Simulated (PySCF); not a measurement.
Ge(H)2(F)(Br), SMILES [F][GeH2][Br] (H2BrFGe), singlet (CAM-B3LYP/def2-SVP optimised geometry):

```
5

Ge    -0.895    -0.269     0.000
F     -1.407    -0.982     1.491
Br     1.396    -0.269     0.000
H     -1.396    -1.173    -1.123
H     -1.396     1.173     0.000
```

Calculation: CAM-B3LYP/def2-TZVP (PySCF).

What are the frontier orbital energies and the dipole moment?

HOMO-2 -11.51 eV, HOMO-1 -10.21 eV, HOMO -9.99 eV, LUMO 0.30 eV, LUMO+1 0.82 eV; dipole moment 2.21 D.

Meta-Löwdin charges at CAM-B3LYP/def2-TZVP: Ge1 0.87, F2 -0.51, Br3 -0.26, H4 -0.06, H5 -0.06.
